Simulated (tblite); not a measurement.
C₄H₁₁O₂Si (doublet state).
Geometry (GFN2-xTB, Å), atoms numbered from 1 in this order:
```xyz
18
C4H11O2Si angstrom
C     -2.4178    0.5011   -0.2735
C     -1.4163   -0.6285   -0.4652
C     -0.4542   -0.7851    0.6945
C      0.6096    0.4000    0.7705
O      1.3731    0.2734    1.7929
O      1.2592    0.4789   -0.4450
Si     2.8815    0.2131   -0.4123
H     -1.9103    1.4640   -0.2476
H     -3.1274    0.5199   -1.0973
H     -2.9689    0.3746    0.6559
H     -0.8497   -0.4697   -1.3844
H     -1.9585   -1.5741   -0.5648
H      0.1556   -1.6821    0.5861
H     -0.9659   -0.8059    1.6557
H     -0.0569    1.2987    0.8358
H      3.5680    1.2254    0.3816
H      3.1477   -1.1298    0.1022
H      3.1224    0.3326   -1.8459
```

Computed values, GFN2-xTB/tblite, gas phase, harmonic and unscaled. Errors from tens to a few hundred cm⁻¹ against measured bands are possible. Modes of hydrogen on silicon can be 10 to 20 % off. One conformer, not necessarily the lowest. Open shells enter through the occupations alone, without spin polarisation, and single modes of such species can be off by tens of per cent.

Harmonic wavenumbers (cm⁻¹): 47.7, 66.6, 103.3, 130.4, 172.1, 210.1, 251.6, 338.7, 419.5, 450.9, 560.0, 600.0, 660.9, 746.9, 758.9, 771.5, 788.8, 804.9, 819.5, 885.9, 942.7, 990.0, 1049.0, 1078.0, 1120.2, 1132.6, 1190.5, 1199.8, 1228.5, 1267.3, 1310.8, 1335.6, 1412.0, 1443.7, 1458.2, 1492.1, 1498.9, 2243.5, 2288.3, 2302.3, 2581.0, 2945.5, 2993.0, 2995.5, 3006.4, 3018.9, 3036.3, 3042.9.

A = 4295, B = 1160, C = 1038 MHz; mass 119.053 u (most abundant isotopes); point group C1, symmetry number 1; spin multiplicity 2.

Problem. What is the zero-point energy?

Solution. Half the sum of the wavenumbers: 30596 cm⁻¹ = 87.48 kcal/mol.

Problem. Give the ideal-gas entropy at 298.15 K and 1 bar in the rigid-rotor, harmonic-oscillator model (classical rotation).

Solution. Translation 40.26, rotation 28.52, vibration 28.14, spin (R ln 2) 1.38: S = 98.3 cal/(mol K).

Problem. And Cp and H(298.15 K) − H(0)?

Solution. Cp = 36.75 cal/(mol K), of which vibrations give 28.80 (their classical limit is 48 R = 95.4); H(298.15 K) − H(0) = 6.73 kcal/mol without the zero-point energy, 4.36 from vibrations.

Problem. Blend soft modes into free rotors: weight 1/[1 + (100 cm⁻¹/ν̃)⁴] for the oscillator and the rest for a rotor with moment μB/(μ + B), μ = h/(8π²ν), B = 10⁻⁴⁴ kg m². What vibrational entropy results?

Solution. 25.70 cal/(mol K) in place of 28.14, which changes −T·S at 298.15 K by +0.73 kcal/mol.

Problem. What must be added to the electronic energy to get the Gibbs energy at 298.15 K and 1 bar?

Solution. ZPE + [H(298.15 K) − H(0)] − T·S = 87.48 + 6.73 − 29.31 = 64.90 kcal/mol.

Hindered rotation and anharmonicity are outside this model. Other conformers, if any are populated, would add a mixing term that is left out. The structure is chiral; the term R ln 2 for an equal mix with its mirror image is left out.
